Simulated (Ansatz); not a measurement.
```xyz
11

C    -1.468   -0.092   -0.355
Si    0.285   -0.709   -0.609
B     1.628    0.274    0.554
F     2.919   -0.041    0.497
S     1.206    1.595    1.707
H    -1.788   -0.229    0.681
H    -2.166   -0.640   -0.992
H    -1.552    0.968   -0.605
H     0.683   -0.542   -2.036
H     0.364   -2.165   -0.295
H    -0.111    1.582    1.453
```

Charge 0, multiplicity 1.

(1) List the PBE0/def2-TZVPP orbital energies in eV (Ansatz). (Best estimate.)

Results:

(1) Ansatz gave: Occupied: -2422.79, -1802.26, -674.40, -278.08, -218.17, -186.62, -162.00, -161.90, -161.85, -144.64, -99.29, -99.29, -99.27, -34.05, -21.18, -19.91, -15.84, -14.68, -13.47, -13.14, -11.96, -11.84, -11.73, -10.78, -9.51, -9.38, -8.30, -7.99. Lowest empty: -1.22, 0.27, 0.42, 1.38, 1.74, 2.25, 2.52, 2.55.
